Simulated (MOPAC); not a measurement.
MOPAC input (AM1):

```
AM1 PRECISE GNORM=0.05 LET XYZ GEO-OK AUX(PRECISION=9) THREADS=1
HB

B    -0.00000000 1   -0.00000000 1   -0.20551333 1
H     0.00000000 1    0.00000000 1    1.02756663 1
```

Output:

```
 *******************************************************************************
 **                                                                           **
 **                              MOPAC v23.2.5                                **
 **                                                                           **
 *******************************************************************************
 ** MOPAC's Digital Object Identifier: https://doi.org/10.5281/zenodo.6511958 **
 **                                                                           **
 ** Please cite the open-source release paper for use of this MOPAC version:  **
 ** J. E. Moussa and J. J. P. Stewart (2026)                                  **
 ** MOPAC: An open-source semiempirical molecular orbital program             **
 ** J. Open Source Softw., 11(119), 8025, https://doi.org/10.21105/joss.08025 **
 *******************************************************************************

                              AM1 CALCULATION RESULTS

 *******************************************************************************
 *  AM1        - The AM1 Hamiltonian to be used
 *  GEO-OK     - OVERRIDE INTERATOMIC DISTANCE AND OTHER SAFETY CHECKS
 *  LET        - OVERRIDE SOME SAFETY CHECKS
 *  PRECISE    - TIGHTER CRITERIA TO BE USED
 *  XYZ        - CARTESIAN COORDINATE SYSTEM TO BE USED
 *  GNORM      - EXIT WHEN GRADIENT NORM DROPS BELOW 0.050
 *  AUX        - OUTPUT AUXILIARY INFORMATION
 *******************************************************************************
AM1 PRECISE GNORM=0.05 LET XYZ GEO-OK AUX(PRECISION=9) THREADS=1
 HB

   ATOM   CHEMICAL          X               Y               Z
  NUMBER   SYMBOL      (ANGSTROMS)     (ANGSTROMS)     (ANGSTROMS)

     1       B         -0.00000000  *  -0.00000000  *  -0.20551333  *
     2       H          0.00000000  *   0.00000000  *   1.02756663  *

          CARTESIAN COORDINATES

    NO.       ATOM           X           Y           Z

     1         B         -0.0000     -0.0000     -0.2055
     2         H          0.0000      0.0000      1.0276

  H: (AM1): M.J.S. DEWAR ET AL, J. AM. CHEM. SOC. 107 3902-3909 (1985)
  B: (AM1): M.J.S. DEWAR ET AL, ORGANOMETALLICS, 7, 513-521 (1988)

           Empirical Formula: H B  =     2 atoms

      MOLECULAR POINT GROUP   :   C*v

      RHF CALCULATION, NO. OF DOUBLY OCCUPIED LEVELS = 2

          Geometry optimization using EF

          DIAGONAL MATRIX USED AS START HESSIAN

 CYCLE:     1  GRAD.:    13.511 HEAT:  82.36351
 CYCLE:     2  GRAD.:    98.433 HEAT:  85.06007
 CYCLE:     3  GRAD.:     1.700 HEAT:  82.30115
 CYCLE:     4  GRAD.:     0.205 HEAT:  82.30018
 CYCLE:     5  GRAD.:     0.001 HEAT:  82.30017

     GRADIENT =  0.00100 IS LESS THAN CUTOFF =  0.05000

 -------------------------------------------------------------------------------
 AM1 PRECISE GNORM=0.05 LET XYZ GEO-OK AUX(PRECISION=9) THREADS=1
 HB

     GEOMETRY OPTIMISED USING EIGENVECTOR FOLLOWING (EF).
     SCF FIELD WAS ACHIEVED

                              AM1 CALCULATION
                                                       MOPAC v23.2.5 Linux

          FINAL HEAT OF FORMATION =         82.30017 KCAL/MOL =     344.34391 KJ/MOL

          COSMO AREA              =         54.18 SQUARE ANGSTROMS
          COSMO VOLUME            =         37.22 CUBIC ANGSTROMS

          GRADIENT NORM           =          0.00100          =       0.00070 PER ATOM
          IONIZATION POTENTIAL    =          8.962179 EV
          HOMO LUMO ENERGIES (EV) =         -8.962  2.267
          NO. OF FILLED LEVELS    =          2
          MOLECULAR WEIGHT        =         11.8179         POINT GROUP:  C*v

          MOLECULAR DIMENSIONS (Angstroms)

            Atom       Atom       Distance
            H     2    B     1     1.21993
            H     2    B     1     0.00000
            B     1    H     2     0.00000

          SCF CALCULATIONS        =          6

   ATOM   CHEMICAL          X               Y               Z
  NUMBER   SYMBOL      (ANGSTROMS)     (ANGSTROMS)     (ANGSTROMS)

     1       B          0.00000000  *   0.00000000  *  -0.19893694  *
     2       H         -0.00000000  *  -0.00000000  *   1.02099024  *

                             CARTESIAN COORDINATES

   1    B        0.000000000     0.000000000    -0.198936945
   2    H       -0.000000000    -0.000000000     1.020990245

           Empirical Formula: H B  =     2 atoms

      MOLECULAR POINT GROUP   :   C*v

                  EIGENVALUES
 -17.92656  -8.96218   2.26713   2.26713   5.47448

              NET ATOMIC CHARGES AND DIPOLE CONTRIBUTIONS

  ATOM NO.   TYPE          CHARGE      No. of ELECS.   s-Pop       p-Pop
    1          B           0.397744        2.6023     1.92120     0.68106
    2          H          -0.397744        1.3977     1.39774
 DIPOLE           X         Y         Z       TOTAL
 POINT-CHG.     0.000     0.000    -2.331     2.331
 HYBRID        -0.000     0.000     1.493     1.493
 SUM           -0.000     0.000    -0.838     0.838

          ATOMIC ORBITAL ELECTRON POPULATIONS

     Atom    s        px        py        pz
    1  B   1.92120   0.00000   0.00000   0.68106
    2  H   1.39774

 **********************
 *                    *
 * JOB ENDED NORMALLY *
 *                    *
 **********************

 == MOPAC DONE ==
```
